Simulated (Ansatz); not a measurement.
Start from `O[SiH2][O][AlH2]` and change one atom or group to get `O[SiH](Br)[O][AlH2]`.

Ansatz, PBE0-D4/def2-TZVP geometries, multiplicity 1. Each molecule was computed in one conformer, which needn't be the lowest.

Scalar relativity is left out up to krypton.

```
                                          property  `O[SiH2][O][AlH2]`
                 LUMO energy (PBE/def2-TZVPP) / eV               -1.96
             HOMO energy (ωB97M-V/def2-TZVPP) / eV              -10.57
               HOMO energy (B3LYP/def2-TZVPP) / eV               -8.13
  size of the dipole moment (B3LYP/def2-TZVPP) / D                1.42
                LUMO energy (PBE0/def2-TZVPP) / eV               -1.18
size of the dipole moment (ωB97M-V/def2-TZVPP) / D                1.44
```

Q: What does the change do to each property? (Estimate.)

A: The calculation gave: 
| property | `O[SiH](Br)[O][AlH2]` | shift |
| --- | --- | --- |
| LUMO energy (PBE/def2-TZVPP) / eV | -2.15 | -0.19 |
| HOMO energy (ωB97M-V/def2-TZVPP) / eV | -10.68 | -0.11 |
| HOMO energy (B3LYP/def2-TZVPP) / eV | -8.15 | -0.02 |
| size of the dipole moment (B3LYP/def2-TZVPP) / D | 1.72 | 0.30 |
| LUMO energy (PBE0/def2-TZVPP) / eV | -1.37 | -0.19 |
| size of the dipole moment (ωB97M-V/def2-TZVPP) / D | 1.74 | 0.30 |

With PBE0 the HOMO falls by 0.10 eV and the LUMO falls by 0.19 eV, so the gap narrows by about 0.09 eV. PBE moves the HOMO by -0.11 eV and ωB97M-V by -0.11 eV. Dipoles are sizes alone; their direction can turn.

B3LYP here is the variant with VWN-RPA as its local correlation; programs differ in this.

Spin–orbit coupling is left out; it splits and shifts lone-pair levels of the heavy atoms by tenths of an eV.
